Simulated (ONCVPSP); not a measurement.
**Before and after: ONCV potential for palladium (Pd)**

ONCVPSP 4.0.1 input, shortened (lines: element, Z, core and valence counts, functional; n l f; lmax; l rc ep ncon nbas qcut; lloc lpopt rc5 dvloc0; l nproj debl; icmod fcfact rcfact), LDA (Perdew-Wang 92), scalar-relativistic:

```
  Pd 46.00    6    3  -001012      upf
    1    0    2.00
    2    0    2.00
    2    1    6.00
    3    0    2.00
    3    1    6.00
    3    2   10.00
    4    0    2.00
    4    1    6.00
    4    2    8.50
    3
    0    1.50    0.00    4    7   10.00
    1    1.35    0.00    4    9   12.90
    2    1.45    0.00    4    8    7.10
    3    1.30    0.40    4    8    8.20
    4    5    1.10    2.00
    0    2    1.30
    1    2    4.00
    2    2    2.10
    3    1    3.90
    3    2.00    1.55
```

In the s channel the program set the typed energies aside and used -3.800, 0.250 Ha.

All-electron outer shells of the reference configuration (LDA (PZ), scalar-relativistic, ld1.x):

```
shell  level (eV)  outermost node (bohr)  outermost maximum (bohr)
   4s     -103.41                   0.45                      0.85
   4p      -69.19                   0.46                      0.91
   4d      -21.01                   0.45                      1.09
```

Change: s: qcut 8.9; p: qcut 11.5; d: qcut 6.3; f: qcut 7.3.

Cutoffs: the cutoffs (Ha) at which the residual kinetic energy of the hardest occupied pseudo-wave falls to 1 and 0.1 mHa per electron; they do not see the model core or the augmentation charge, which bear on the density cutoff. Errors are all-electron minus pseudo energies relative to the spin-unpolarised reference configuration.

Q: How do hardness, ghosts and transferability respond?

A: The potential gets harder (45 Ha and 100 Ha → 86 Ha and 112 Ha); of the 4 tests that both files solve, the error grows in 1 and shrinks in 2 by more than 15 % and 0.3 meV (median size 0.8 → 0.7 meV); neither file shows a bound ghost.

```tsv
quantity	base	changed
cutoff, loose	45 Ha	86 Ha
cutoff, tight	100 Ha	112 Ha
loose cutoff by channel	s 31 Ha, p 45 Ha, d 28 Ha	s 27 Ha, p 41 Ha, d 86 Ha
bound ghosts	none	none
GHOST(+) flags under 300 eV	none	s at 283.5 eV
error for 4s2 4p6 4d10, meV [ΔE -18.34 eV]	+0.8	+0.5
error for 4s2 4p6 4d9, meV [ΔE -8.95 eV]	+0.8	+0.7
error for 4s2 4p6 4d8, meV [ΔE 12.13 eV]	-1.0	-0.7
error for 4s2 4p6 4d7, meV [ΔE 46.73 eV]	-0.1	+3.2
s: phases at 1.52 bohr within 0.05 rad from the reference energy up to (Ha; the scan ends near 5)	to the end of the scan	to the end of the scan
p: phases at 1.37 bohr within 0.05 rad from the reference energy up to (Ha; the scan ends near 5)	to the end of the scan	to the end of the scan
d: phases at 1.47 bohr within 0.05 rad from the reference energy up to (Ha; the scan ends near 5)	to the end of the scan	4.7
f: phases at 1.32 bohr within 0.05 rad from the reference energy up to (Ha; the scan ends near 5)	4.9	4.6
rms error of d²Exc/dni dnj with the model core, mHa	0.82	0.71
```
